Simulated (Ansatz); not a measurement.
This geometry of Cl$_{2}$F$_{2}$H$_{3}$NZr (9 atoms, charge 0, multiplicity 1) is a first-order saddle point.

The calculation used RKS B3LYP-D4/def2-SVP (Ansatz).

```xyz
9
Properties=species:S:1:pos:R:3
Zr 0.272 -0.364 -0.017
Cl -0.308 -0.005 2.612
Cl 2.151 -0.066 -1.431
F -0.713 1.239 -0.298
N -0.952 -1.728 -0.812
H -0.744 -2.719 -0.939
H -1.854 -1.516 -1.242
F 1.334 -1.589 1.335
H 0.694 -1.039 2.253
```

Which two structures does it join? (They come from a converged band through this point; their orientation in space is the band's.)

Bonds broken: F8–H9. Bonds formed: Cl2–H9.

First end point:

```xyz
9
Properties=species:S:1:pos:R:3
Zr 0.093 -0.107 0.032
Cl -0.070 0.228 2.463
Cl 2.220 0.208 -0.970
F -0.980 1.304 -0.638
N -0.948 -1.652 -0.718
H -0.715 -2.638 -0.605
H -1.760 -1.561 -1.330
F 1.121 -1.975 1.188
H 0.920 -1.593 2.040
```

Last end point:

```xyz
9
Properties=species:S:1:pos:R:3
Zr 0.487 -0.372 -0.212
Cl -0.762 -0.465 2.704
Cl 1.980 -0.063 -2.035
F -0.338 1.339 -0.008
N -0.893 -1.698 -0.833
H -0.759 -2.708 -0.887
H -1.823 -1.472 -1.187
F 1.640 -1.221 1.095
H 0.348 -1.127 2.825
```

How far does it lie above each of them?

0.277 eV above the first and 0.217 eV above the second. This is the barrier of this one path; another mechanism may lie lower. The orbitals stay closed-shell, which can raise the energy where a bond breaks towards radicals; this wasn't checked here.

The run took 3.7 min on 4 threads of Arm Neoverse V1, on a shared host, peak memory 0.36 GiB.
